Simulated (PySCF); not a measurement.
Coordinates in bohr (charge 0 multiplicity 1):
```
Ru   -0.0693    0.0000    0.0693
O     0.2706    3.1356   -0.2706
O     0.2706   -3.1356   -0.2706
H     1.3788    0.0000    3.2475
H    -2.3134    0.0000   -2.6024
H     2.6024    0.0000    2.3134
H    -3.2475    0.0000   -1.3788
```

Method: PBE0/[Ru def2-TZVP with ECP28, O def2-TZVP, H def2-TZVP], scalar-relativistic core potentials, density fitting, no spin–orbit coupling, PySCF.

This geometry of H4RuO2 is a stationary point at this level.

What is the point group?

C2v.

Is it a minimum?

Yes: all harmonic wavenumbers are real.

Which band is strongest in the infrared?

988 cm⁻¹ (b2), 388 km/mol.

What are the dipole moment and the gap between the highest occupied and lowest empty levels?

0.70 D and 4.59 eV.

Only a few start shapes were tried, so a lower isomer may exist.
